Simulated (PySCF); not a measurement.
Vertical excitations of a molecule C2H6F2Si from TDA-PBE/def2-SVPD in PySCF, as energy in eV (oscillator strength): 7.43 (0.083), 8.50 (0.000), 8.51 (0.008), 8.52 (0.036), 8.92 (0.084), 9.09 (0.000), 9.24 (0.000), 9.25 (0.000), 9.34 (0.064), 9.41 (0.005). Lowest triplet (TDA): 7.24 eV. The structure is a stationary point at B3LYP-D3(BJ)/def2-SVP. The values are those of a single conformer.

Q: Which structure fits?
A. CC(F)(F)[SiH3]
B. C[C@@H](F)[SiH2]F
C. FC(F)C[SiH3]
D. C[Si](C)(F)F

A: D, C[Si](C)(F)F
